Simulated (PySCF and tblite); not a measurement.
Results of a calculation; reference values are marked as such.
C8H7Br, numbered as in [Br:1][c:2]1[cH:3][cH:4][c:5]2[c:6]([cH:7]1)[CH2:8][CH2:9]2.

Conformers came from 45 starts (ETKDG and KDG, MMFF94s, GFN2-xTB); geometries are GFN2-xTB. Free energies are PBE0-D3(BJ)/pcSseg-1 single points with GFN2-xTB rigid-rotor and vibrational terms (modes under about 100 cm⁻¹ blended into free rotors). Symmetry numbers and mirror images are counted. Conformers within 2.5 kcal/mol (GFN2-xTB free energy) were kept, 4 at most. Couplings: B3LYP/6-31G* with pcJ-1 on H (gas phase; spin-dipole term only for pairs with B, N, F, Si or P). Couplings are for ¹H; a prime marks the second kind of pair between the same two sets of atoms. H–H couplings come out 0.1 to 0.9 Hz lower than with pcJ-1 on all atoms. Programs: PySCF with density fitting and tblite.

The 4-ring runs over atoms 5–6–8–9.

```
conformer        shape  weight %
        1  4-ring flat     100.0
```

Task: Give the couplings in each conformer and the averages at 298.15 K (pairs that fast motion interchanges averaged).

Result: 
```
  coupling  pairs      1  average (Hz)
 ³J(H3,H4)      1    9.2           9.2
 ²J(H8,H8)      1  -15.8         -15.8
 ³J(H8,H9)      2    6.8           6.8
³J(H8,H9′)      2    2.5           2.5
 ²J(H9,H9)      1  -15.7         -15.7
```

Spin–orbit effects of the heavy atoms on shieldings are missing.
